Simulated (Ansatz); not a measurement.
`CC(F)BF` + `[CH3][Hf]([Cl])([Cl])[Cl]` → `CBC(C)F` + `[F][Hf]([Cl])([Cl])[Cl]`  (redistribution)

Gas-phase electronic energies from Ansatz, PBE0-D4/def2-TZVP geometries. CCSD(T)/CBS is the MP2 limit (def2-TZVPP, def2-QZVPP) plus CCSD(T) − MP2 in def2-TZVPP, frozen cores. DFT in def2-TZVPP. B3LYP here is the variant with VWN-RPA as its local correlation; programs differ in this. Elements past krypton have def2 core potentials. For Hf outer-core shells are correlated without core-valence functions, which leaves a few kJ/mol of doubt a bond. One conformer a species, not always the lowest.

```json
{"level": "B3LYP-D4", "ΔE (kcal/mol)": "-19.7"}
{"level": "PBE", "ΔE (kcal/mol)": "-20.7"}
{"level": "B3LYP", "ΔE (kcal/mol)": "-19.8"}
{"level": "MP2/CBS(def2)", "ΔE (kcal/mol)": "-18.4"}
```

Task: What does CCSD(T)/CBS give? (Best estimate.)

Result: The calculation gave: -18.4 kcal/mol. The listed levels differ from it by -1.3, -2.3, -1.4, 0.0 kcal/mol.

Largest T1 diagnostic among the species: 0.014.

From PBE to PBE0 (25 % exact exchange), in def2-TZVPP and without D4, ΔE moves by +0.9 kcal/mol.
